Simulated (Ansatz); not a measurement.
The cluster GaAs2⁻: single points at one geometry.

```yaml
crystal:
  periodic: [false, false, false]
  atoms:
    - {symbol: Ga, position_ang: [0.304004, -1.198205, 0.929638]}
    - {symbol: As, position_ang: [0.138655, 1.324768, 0.375473]}
    - {symbol: As, position_ang: [-0.442659, -0.126563, -1.305111]}
basis:
  gaussian: {orbitals: def2-TZVPD, initial_orbitals: start.molden}
total_charge: -1
hamiltonian: {xc: pbe0, dispersion: d4}
scf: {omitted_lower_state_checks: [starts]}
output: {forces: true, orbitals: {seedname: orbitals}}
```

The file start.molden holds the orbitals of an earlier run on this structure, at another level or in another basis.

```sh
$ ansatz run in.yaml --threads 4 --pin off --events-out ev --progress --plain --max-ram 3916MiB
```

It prints (some lines left out):

```
Functional definition: PBE0
1298 factors; their error is unknown
mean field evaluation 1: about -174039.4884 eV, gradient 1.8e2 eV
mean field evaluation 2: about -174040.7019 eV, gradient 3.0e0 eV
mean field evaluation 4: about -174041.4266 eV, gradient 5.7e-1 eV
mean field evaluation 8: about -174041.4269 eV, gradient 1.4e-5 eV
mean field -174041.42687324 eV, -6395.9044680756 hartree, gradient 1.4e-5 eV, S^2 0.000000; 0 other end points of the search recorded, 0 dependent functions left out
reference -174041.42689895 eV, -6395.9044690201 hartree; 49, 49 occupied and 113, 113 virtual orbitals, 1298 factors
Total energy: -174041.53798677 eV, -6395.9085514222 hartree
Atom 0 at     0.304004    -1.198205     0.929638 Å, force    -0.054139     0.213253    -0.165554 eV/Å
Atom 1 at     0.138655     1.324768     0.375473 Å, force    -0.100774    -0.425703    -0.286824 eV/Å
Atom 2 at    -0.442659    -0.126563    -1.305111 Å, force     0.154914     0.212450     0.452378 eV/Å
Dipole moment:    -0.019463     0.076737    -0.059519 e Å
Checks for a lower state left out: starts
```

Run time 3.1 s (4 threads of Arm Neoverse V2 on a shared host).

First input, but with `hamiltonian: {xc: hse06, dispersion: d4}`, `output: {orbitals: {seedname: orbitals}}` (abridged; 2.5 s):

```
Functional definition: HSE06
mean field -174041.53870516 eV, -6395.9085778226 hartree, gradient 1.1e-5 eV, S^2 0.000000
Total energy: -174041.64692580 eV, -6395.9125548578 hartree
Checks for a lower state left out: starts
```

The first input with `hamiltonian: {xc: {name: r2SCAN0}, dispersion: d4}`, `output: {orbitals: {seedname: orbitals}}` (abridged; 4.1 s):

```
Functional definition: r2SCAN0
mean field -174060.73296912 eV, -6396.6139540128 hartree, gradient 2.7e-5 eV, S^2 0.000000
Total energy: -174060.76367539 eV, -6396.6150824475 hartree
Checks for a lower state left out: starts
```

As the first input, with `hamiltonian: {xc: r2scan, dispersion: d4}`, `output: {orbitals: {seedname: orbitals}}` (abridged; 2.9 s):

```
Functional definition: r2SCAN
mean field -174062.29029252 eV, -6396.6711845924 hartree, gradient 1.6e-5 eV, S^2 0.000000
Total energy: -174062.31287982 eV, -6396.6720146601 hartree
Checks for a lower state left out: starts
```

First input, but with `hamiltonian: {xc: pbe, dispersion: d4}`, `output: {orbitals: {seedname: orbitals}}` (abridged; 1.3 s):

```
Functional definition: PBE
mean field -174037.17239649 eV, -6395.7481189388 hartree, gradient 9.4e-6 eV, S^2 0.000000
Total energy: -174037.30423006 eV, -6395.7529637330 hartree
Checks for a lower state left out: starts
```

The first input with `hamiltonian: {xc: {name: LC-wPBE, parameters: {omega: 0.15/bohr}}}`, `output: {orbitals: {seedname: orbitals}}` (abridged; 1.8 s):

```
Functional definition: LC-wPBE
mean field -174036.83997957 eV, -6395.7359028421 hartree, gradient 1.7e-5 eV, S^2 0.000000
Total energy: -174036.83997960 eV, -6395.7359028432 hartree
Checks for a lower state left out: starts
```

The first input with `gaussian: {orbitals: 6-31G}`, `hamiltonian: {xc: {name: B3LYP}, dispersion: d4}`, `output: {orbitals: {seedname: orbitals}}` (abridged; 0.95 s):

```
Functional definition: B3LYP
mean field -174037.30996171 eV, -6395.7531743674 hartree, gradient 2.0e-5 eV, S^2 0.000000
Total energy: -174037.53270759 eV, -6395.7613601273 hartree
Checks for a lower state left out: starts
```

Geometry: PBE-D4/def2-TZVPD.

The 6-31G sets use Cartesian d functions. B3LYP takes the VWN-RPA correlation. HSE06 is defined as in plane-wave codes, on full-range PBE exchange. At r2SCAN-D4/def2-TZVPD, PBE-D4/def2-TZVPD the highest occupied level of the charge -1 singlet lies above zero (up to 0.45 eV). By energy differences its removal costs 2.00 eV (vertical, to the charge 0 doublet, at PBE-D4/def2-TZVPD); a positive level beside a positive removal energy at the same level points to self-interaction error. The structure comes from a short search, and lower isomers may exist.
